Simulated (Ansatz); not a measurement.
Cost and result for the atomization energy of CH$_{6}$AlNOSi (11 atoms, 12 bonds).

```xyz
11

N    -0.1300   -1.5790   -0.2651
C     1.2316   -1.2682    0.3617
Al    0.1451    0.3257    0.2937
O     0.0038    1.5637   -0.9420
Si   -0.9961    2.2857    0.2022
H    -0.6610   -2.2844    0.2270
H    -0.0726   -1.8353   -1.2423
H     2.0396   -1.4713   -0.3371
H     1.3732   -1.8420    1.2738
H    -2.4060    2.4839   -0.2505
H    -0.5274    3.6210    0.6786
```

Charge 0, multiplicity 1. The bonds changed during the relaxation, so this is another structure than the one it started from. Geometry: relaxed with PBE0-D4/def2-TZVP. It is one conformer, not always the lowest. Program: Ansatz. All runs use 4 threads of an Arm Neoverse V1 on a shared host. Times are those of one run each, without the atoms' runs, and a repeat can differ threefold. Electronic energies, without spin–orbit coupling; frozen cores. CCSD(T)/CBS adds CCSD(T) − MP2 in def2-TZVPP to the MP2 limit, and its time is that of the two runs behind it. T1 = 0.013. B3LYP takes the VWN-RPA correlation (the form of Gaussian; ORCA's B3LYP/G).

CCSD(T)/CBS is a level of theory with its own doubt, some kJ/mol a heavy atom from the limit and from the frozen cores, so smaller differences don't rank the functionals.

| level | functions | wall time |
| --- | --- | --- |
| PBE-D4/def2-TZVPP (with forces) | 261 | 2.6 s |
| PBE0-D4/def2-TZVPP | 261 | 3.3 s |
| B3LYP-D4/def2-TZVPP (with forces) | 261 | 5 s |
| r2SCAN-D4/def2-TZVPP (with forces) | 261 | 5.5 s |
| B2PLYP/def2-TZVPP | 261 | 6 s |
| ωB97X-V/def2-TZVPP | 261 | 9 s |
| ωB97M-V/def2-TZVPP (with forces) | 261 | 13 s |
| MP2/def2-QZVPP | 491 | 23 s |
| CCSD(T)/def2-TZVPP | 261 | 2.3 min |
| CCSD(T)/CBS(def2) | – | 2.6 min |

Question: What atomization energy does each give, and how far from CCSD(T)/CBS? (Best estimate.)

Answer: The calculation gave: 
| level | atomization (kcal/mol) | difference from CCSD(T)/CBS | per bond |
| --- | --- | --- | --- |
| PBE-D4/def2-TZVPP (with forces) | 923.4 | 13.1 | 1.1 |
| PBE0-D4/def2-TZVPP | 904.7 | -5.6 | -0.5 |
| B3LYP-D4/def2-TZVPP (with forces) | 906.4 | -3.9 | -0.3 |
| r2SCAN-D4/def2-TZVPP (with forces) | 911.7 | 1.4 | 0.1 |
| B2PLYP/def2-TZVPP | 897.0 | -13.3 | -1.1 |
| ωB97X-V/def2-TZVPP | 914.3 | 4.0 | 0.3 |
| ωB97M-V/def2-TZVPP (with forces) | 912.1 | 1.8 | 0.1 |
| MP2/def2-QZVPP | 914.1 | 3.8 | 0.3 |
| CCSD(T)/def2-TZVPP | 881.8 | -28.5 | -2.4 |
| CCSD(T)/CBS(def2) | 910.3 | 0.0 | 0.0 |

In def2-TZVPP, CCSD(T) changes the Hartree–Fock value by +250.6 kcal/mol (the triples alone add +15.4 kcal/mol) and MP2 by +265.8 kcal/mol; breaking electron pairs costs correlation energy, which Hartree–Fock lacks. The D4 term adds +8.5 kcal/mol with B3LYP and +4.5 kcal/mol with PBE0; it sums over pairs of atoms, weighted by their polarisabilities, and B3LYP, whose exchange is more repulsive, gets the larger term. From PBE to PBE0 (25 % exact exchange), in def2-TZVPP and without D4, the atomization energy moves by −17.9 kcal/mol: exact exchange takes away binding that semilocal exchange gives to molecules.
